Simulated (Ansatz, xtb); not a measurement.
Relative energy of two structures of CH5BLiS+

Structure I is a singlet given by its coordinates and structure II is a singlet given by its coordinates. Both are isolated ions in the gas phase, relaxed with PBE0-D3(BJ)/def2-SVP.

I (Å):

```yaml
atoms:
  - { symbol: C, position_ang: [-0.3059, 0.9704, 0.0077] }
  - { symbol: B, position_ang: [0.2302, -0.4670, -0.1635] }
  - { symbol: Li, position_ang: [-1.2811, -1.7832, 2.8570] }
  - { symbol: S, position_ang: [0.4931, -1.5223, 1.3137] }
  - { symbol: H, position_ang: [0.8546, -2.7076, 0.7736] }
  - { symbol: H, position_ang: [0.5505, -0.9672, -1.2069] }
  - { symbol: H, position_ang: [-1.1539, 1.1337, -0.6802] }
  - { symbol: H, position_ang: [0.4795, 1.6573, -0.3605] }
  - { symbol: H, position_ang: [-0.5883, 1.2899, 1.0206] }
```

Close contacts (Å): C1–B2 1.54, B2–S4 1.83, Li3–S4 2.37, C1–H7 1.10, C1–H8 1.11, C1–H9 1.10, B2–H6 1.20, S4–H5 1.35.

II (Å):

```json
{"atom": "C", "x (Å)": "-1.4870", "y (Å)": "0.4918", "z (Å)": "-0.3492"}
{"atom": "B", "x (Å)": "-1.0270", "y (Å)": "-0.5754", "z (Å)": "-1.3593"}
{"atom": "Li", "x (Å)": "-0.3274", "y (Å)": "-4.0828", "z (Å)": "-1.7706"}
{"atom": "S", "x (Å)": "0.1485", "y (Å)": "-1.9172", "z (Å)": "-0.9527"}
{"atom": "H", "x (Å)": "0.2762", "y (Å)": "-1.8410", "z (Å)": "0.3922"}
{"atom": "H", "x (Å)": "-1.3429", "y (Å)": "-0.6122", "z (Å)": "-2.5216"}
{"atom": "H", "x (Å)": "-1.1682", "y (Å)": "0.3575", "z (Å)": "0.6929"}
{"atom": "H", "x (Å)": "-2.5858", "y (Å)": "0.5904", "z (Å)": "-0.3887"}
{"atom": "H", "x (Å)": "-1.1104", "y (Å)": "1.4681", "z (Å)": "-0.7099"}
```

Close contacts (Å): C1–B2 1.54, B2–S4 1.83, Li3–S4 2.36, C1–H7 1.10, C1–H8 1.10, C1–H9 1.11, B2–H6 1.21, S4–H5 1.35.

Energies in hartree; the thermal terms are from PBE0-D3(BJ)/def2-SVP harmonic frequencies (ideal gas, rigid rotor, one conformer each, 298.15 K, 1 atm) and include the zero-point energy:

|  | I | II |
| --- | --- | --- |
| E, CCSD(T)/def2-TZVP | −470.875325 | −470.876370 |
| zero-point energy | 0.060117 | 0.060037 |
| H(298 K) − E | 0.067654 | 0.067616 |
| G(298 K) − E | 0.030148 | 0.029943 |

Problem. Work out ΔE, ΔE₀, ΔH and ΔG for I → II in kcal/mol (1 Eh = 627.51 kcal/mol) and the equilibrium ratio [II]/[I].

Solution. 1. ΔE = −470.876370 − (−470.875325) = −0.001045 Eh = −0.66 kcal/mol.
2. ΔE₀ = ΔE + ΔZPE = −0.001045 + (−0.000080) Eh = −0.71 kcal/mol.
3. ΔH = ΔE + (−0.000038) Eh = −0.68 kcal/mol.
4. ΔG = ΔE + (−0.000205) Eh = −0.78 kcal/mol, so ΔS = (ΔH − ΔG)/T = +1.5 J/(mol K).
5. kT = 0.9442 mEh, so K = [II]/[I] = exp(−ΔG/kT) = exp(+1.32) ≈ 3.8.

The two are too close for this level to say which is favoured. An error of 1 kcal/mol in ΔG would change K by a factor of 5.4. Mirror images and further conformers aren't counted.

Other levels gave ΔE = −0.8 (PBE0-D3(BJ)/def2-SVP); −0.5 (HF/def2-TZVP); −0.6 (MP2/def2-TZVP) kcal/mol. The correlated steps freeze 7 core orbitals; the last core shell of Li is correlated, in a basis made for valence electrons. Programs: Ansatz 0.2.0.
